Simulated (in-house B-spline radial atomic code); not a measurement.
Sc3+: [Ne] 3s1 3p6 4f1 (an excited or competing configuration)

Level of theory: non-relativistic TPSS, spin-polarised, spherical fractional occupations, point nucleus; calculated with an all-electron radial atomic-structure program (B-spline basis).

Screening seen three ways: the hydrogenic charge with the same mean radius, Z_r = [3n² - l(l+1)]/(2<r>), the one with the same energy, Z_e = n√(-2ε), and Slater's rules. Values are occupation-weighted means over spin.

```tsv
shell	electrons	ε (eV)	<r> (bohr)	Z_r	Z_e	Slater
1s	2	-4432.5	0.07354	20.40	18.05	20.70
2s	2	-521.8	0.3452	17.38	12.39	16.85
2p	6	-438.58	0.3082	16.22	11.36	16.85
3s	1	-99.882	1.035	13.05	8.13	10.10
3p	6	-76.773	1.091	11.46	7.13	10.10
4f	1	-12.005	4.278	4.21	3.76	4.00
```

The least bound orbital is 4f up at -12 eV, and it is also the most diffuse (<r> = 4.278 bohr). The part-filled 3s shell lies below the filled 3p shell in orbital energy.
